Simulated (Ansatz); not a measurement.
Geometry optimisation, RKS PBE0/def2-SVP (Ansatz).

input.yaml

```yaml
crystal:
  periodic: [false, false, false]
  atoms:
    - { symbol: Ge, position_ang: [-0.547824, 0.0, -0.45162] }
    - { symbol: H, position_ang: [0.173096, 0.0, 2.221976] }
    - { symbol: Cl, position_ang: [1.503606, 0.0, 0.078319] }
    - { symbol: Cl, position_ang: [-0.9417, 1.752128, -1.584263] }
    - { symbol: Cl, position_ang: [-0.9417, -1.752128, -1.584263] }
    - { symbol: F, position_ang: [-1.674807, 0.0, 0.818149] }
    - { symbol: H, position_ang: [-0.456272, 0.0, 2.565502] }
basis:
  gaussian: { orbitals: def2-SVP }
hamiltonian:
  xc: pbe0
relax:
  f_tol: 0.03
  max_steps: 50
output:
  orbitals: {}
```

Launched with:

```bash
$ ansatz run input.yaml --threads 4 --pin off --max-ram 5120MiB --backend cpu --events-out ev --progress --plain --runs-dir out
```

Q: Where does it end, and by what steps?

A: It converged. The force dipped under the threshold on the way, but the program's further checks kept it going. After 19 steps the energy has fallen by 0.345 eV; H2 moved furthest, 1.37 Å.

| step | energy less start (eV) | largest force component (eV/Å) | accepted |
| --- | --- | --- | --- |
| 0 | 0.0000 | 1.634 | yes |
| 1 | -0.1817 | 0.467 | yes |
| 2 | -0.2627 | 0.223 | yes |
| 3 | -0.2994 | 0.279 | yes |
| 4 | -0.3168 | 0.555 | yes |
| 5 | -0.3284 | 0.218 | yes |
| 6 | -0.2895 | 1.388 | no |
| 7 | -0.3338 | 0.045 | yes |
| 8 | -0.3328 | 0.491 | no |
| 9 | -0.3358 | 0.050 | yes |
| 10 | -0.3375 | 0.140 | yes |
| 11 | -0.3404 | 0.082 | yes |
| 12 | -0.3433 | 0.021 | yes |
| 13 | -0.3119 | 1.273 | no |
| 14 | -0.3426 | 0.110 | no |
| 15 | -0.3438 | 0.008 | yes |
| 16 | -0.3442 | 0.130 | yes |
| 17 | -0.3447 | 0.045 | yes |
| 18 | -0.3451 | 0.004 | yes |
| 19 | -0.3455 | 0.021 | yes |

```xyz
7
Properties=species:S:1:pos:R:3
Ge -0.543 0.000 -0.855
H 0.047 0.000 3.591
Cl 1.532 0.000 -0.439
Cl -1.115 1.747 -1.903
Cl -1.115 -1.747 -1.903
F -1.375 0.000 0.652
H -0.317 0.000 2.922
```

The run took 41 s on 4 threads of Intel(R) Xeon(R) Platinum 8259CL CPU @ 2.50GHz (Skylake/Cascade Lake), with other jobs on the host, peak memory 0.3 GiB.
